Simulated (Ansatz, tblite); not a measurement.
Forces on Zr₄P₄ at its PBE-D4/def2-SVP geometry. Total charge 0; singlet.

In the def2 sets Zr takes a core potential; there is no spin–orbit coupling. The xTB rows come from tblite. The restricted singlet is unstable towards broken spin symmetry in Hartree–Fock (as tested in another run); at PBE-D4/def2-TZVP this wasn't settled. The structure comes from a short search, and lower isomers may exist.

GFN1-xTB (tblite), largest force 4.71 eV/Å:

```xyz
8
positions Å, forces eV/Å
Zr   -1.665    0.970   -0.900   -4.142    0.401   -1.414
Zr   -0.377   -1.370    0.719   -0.351   -0.854    0.537
Zr    1.135    1.019   -1.175    3.704    0.342   -2.883
Zr   -0.011    1.676    1.310   -0.190    2.088    3.868
P    -2.091    0.239    1.490   -0.667    0.013    0.494
P     1.666   -1.445   -0.786   -0.203    0.388    0.029
P     1.781   -0.071    1.153    1.138   -1.097   -0.031
P    -0.438   -1.017   -1.811    0.712   -1.281   -0.600
```

GFN2-xTB (tblite), largest force 6.70 eV/Å:

```
Zr -5.758 1.889 -2.857
Zr -0.009 -3.539 1.138
Zr 4.429 1.791 -3.888
Zr 0.156 4.413 5.042
P -2.057 0.000 1.539
P 1.128 -1.192 -0.463
P 2.275 -1.160 1.375
P -0.165 -2.203 -1.885
```

PBE-D4/def2-TZVP (Ansatz), largest force 0.29 eV/Å:

```
Zr 0.003 -0.066 0.054
Zr 0.048 0.122 -0.074
Zr -0.007 -0.140 0.051
Zr -0.028 -0.078 0.015
P 0.065 0.025 -0.058
P -0.204 0.179 0.097
P -0.085 -0.082 -0.239
P 0.208 0.040 0.154
```
